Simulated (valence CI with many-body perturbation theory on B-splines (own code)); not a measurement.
Re62+: magnetic and hyperfine properties of the levels

Computed by valence CI with perturbative core correlation (CI+MBPT): three valence electrons over a frozen Dirac-Fock core [Ne], a basis of 11 s, 11 p, 10 d, 8 f, 5 g, 2 h functions for each j, with the one-electron correlation potential Σ1 (screened to all orders), the two-electron term Σ2, the three-electron term Σ3, Breit, model QED; selected single and double excitations, second order for the rest, scaled by the run's own slope (own B-spline code, finite nucleus).

The last digits are not significant, and no measured levels were compared; by estimate large intervals hold to a few tenths of a per cent, small ones and those within an open d or f shell to about a per cent.

A/g_I is the dipole constant over the nuclear g factor μ/I (μ in nuclear magnetons, uniformly magnetised nucleus), B/Q the quadrupole constant per barn. Both hold the static response of the core; the bare values leave it out. Large factors of s and p1/2 electrons are usually good to 5 to 10 %; those of open d and f shells near neutrality can be off by tens of per cent, and small factors of p3/2, d and f electrons come from cancelling terms and can be off by a factor of two or in sign, in half-filled shells by more. B is blank for J = 1/2, where it vanishes, and for nearly pure S terms. Energies count from the lowest level.

Levels are named by their leading jj configuration (3d3/2^4 stands for four electrons in 3d with j = 3/2), which in mixed levels can hold well under half, so a name can repeat and another be missing. Letters in brackets count levels of one name in rising energy.

| Level | E (× 10³ cm⁻¹) | g | A/g_I (MHz) | A/g_I bare | B/Q (MHz/b) | B/Q bare |
| --- | --- | --- | --- | --- | --- | --- |
| (3s^2 3p1/2) J=1/2 | 0.00 | 0.646 | 2050000 | 2020000 |  |  |
| (3s 3p1/2^2) J=1/2 | 1380.9 | 2.100 | 6140000 | 6020000 |  |  |
| (3s^2 3p3/2) J=3/2 | 3126.4 | 1.320 | 232000 | 231000 | 461000 | 455000 |
| (3s 3p1/2 3p3/2) J=3/2 [a] | 4257.4 | 1.625 | 1390000 | 1360000 | 374000 | 369000 |
| (3s 3p1/2 3p3/2) J=5/2 | 4407.0 | 1.334 | 1760000 | 1730000 | 378000 | 374000 |
| (3s 3p1/2 3p3/2) J=3/2 [b] | 4578.5 | 0.968 | 165000 | 167000 | 223000 | 221000 |
| (3s 3p1/2 3p3/2) J=1/2 | 4661.9 | 1.265 | -2290000 | -2240000 |  |  |
| (3s^2 3d3/2) J=3/2 | 5046.4 | 0.827 | 51100 | 55500 | 106000 | 107000 |
| (3s^2 3d5/2) J=5/2 | 5677.9 | 1.194 | 81700 | 84100 | 89900 | 92200 |
| (3p1/2^2 3p3/2) J=3/2 | 5928.6 | 1.030 | 25900 | 31000 | 286000 | 284000 |
| (3s 3p1/2 3d3/2) J=3/2 [a] | 6036.8 | 0.753 | -194000 | -186000 | 198000 | 197000 |
| (3s 3p1/2 3d3/2) J=5/2 | 6135.1 | 1.018 | 1690000 | 1660000 | 37800 | 40500 |
| (3s 3p1/2 3d3/2) J=1/2 | 6353.1 | 0.399 | -2530000 | -2470000 |  |  |
| (3s 3p1/2 3d3/2) J=3/2 [b] | 6410.1 | 1.279 | 1530000 | 1500000 | 84000 | 83800 |
| (3s 3p1/2 3d5/2) J=5/2 [a] | 6840.7 | 1.349 | 584000 | 577000 | 89100 | 91200 |
| (3s 3p1/2 3d5/2) J=7/2 | 6958.2 | 1.235 | 1210000 | 1180000 | 28400 | 31600 |
| (3s 3p1/2 3d5/2) J=5/2 [b] | 7042.1 | 1.034 | -1020 | 3700 | 101000 | 103000 |
| (3s 3p1/2 3d5/2) J=3/2 | 7081.3 | 1.109 | -1410000 | -1380000 | 49800 | 51300 |
| (3s 3p3/2^2) J=5/2 | 7481.8 | 1.430 | 1420000 | 1400000 | 93900 | 92700 |
| (3p1/2^2 3d3/2) J=3/2 | 7677.6 | 0.777 | 120000 | 121000 | 76900 | 79200 |
| (3s 3p3/2^2) J=1/2 | 7788.7 | 1.925 | 6220000 | 6090000 |  |  |
| (3s 3p3/2^2) J=3/2 | 7846.4 | 1.187 | -954000 | -927000 | -66500 | -65700 |
| (3p1/2^2 3d5/2) J=5/2 | 8506.3 | 1.190 | 42100 | 47900 | 70800 | 73400 |
| (3p1/2 3p3/2^2) J=5/2 | 9000.6 | 1.173 | 810000 | 799000 | 37000 | 36800 |
| (3p1/2 3p3/2^2) J=3/2 | 9041.5 | 1.421 | -13000 | -3610 | 13100 | 12900 |
| (3p1/2 3p3/2^2) J=1/2 | 9181.3 | 0.758 | 2620000 | 2560000 |  |  |
| (3s 3p3/2 3d3/2) J=3/2 [a] | 9264.2 | 1.282 | 666000 | 658000 | -509 | -2320 |
| (3s 3p3/2 3d3/2) J=1/2 [a] | 9279.1 | 2.112 | 2250000 | 2210000 |  |  |
| (3s 3p3/2 3d3/2) J=5/2 [a] | 9300.4 | 1.214 | 616000 | 610000 | 191000 | 188000 |
| (3s 3p3/2 3d3/2) J=7/2 | 9321.8 | 1.225 | 1020000 | 1000000 | 493000 | 489000 |
| (3s 3p3/2 3d3/2) J=3/2 [b] | 9552.4 | 0.984 | 285000 | 285000 | -241000 | -238000 |
| (3s 3p3/2 3d3/2) J=5/2 [b] | 9656.9 | 0.962 | -205000 | -196000 | 277000 | 277000 |
| (3s 3p3/2 3d3/2) J=1/2 [b] | 9702.8 | 0.609 | 1260000 | 1240000 |  |  |
| (3s 3p3/2 3d5/2) J=9/2 | 9800.8 | 1.320 | 792000 | 781000 | 563000 | 559000 |
| (3s 3p3/2 3d5/2) J=5/2 [a] | 9986.9 | 1.339 | 1200000 | 1180000 | -248000 | -244000 |
| (3s 3p3/2 3d5/2) J=7/2 [a] | 10058 | 1.242 | 484000 | 479000 | 302000 | 301000 |
| (3s 3p3/2 3d5/2) J=3/2 [a] | 10086 | 1.145 | -547000 | -530000 | -252000 | -249000 |
| (3s 3p3/2 3d5/2) J=7/2 [b] | 10217 | 1.195 | -47900 | -41500 | 276000 | 276000 |
| (3s 3p3/2 3d5/2) J=1/2 | 10293 | 0.715 | -1880000 | -1840000 |  |  |
| (3s 3p3/2 3d5/2) J=3/2 [b] | 10381 | 1.299 | 1450000 | 1420000 | 143000 | 143000 |

Question: Take the isotope of mass number 185, with I = 5/2, μ = 3.176 μN and Q = 2.07 b. What is the hyperfine structure of (3s 3p1/2 3p3/2) J=3/2 [b]?

Answer: From the table A = 210000 MHz, B = 461000 MHz. Shifts from the centre of gravity in MHz: F = 1: -780000, F = 2: -729000, F = 3: -306000, F = 4: 903000.
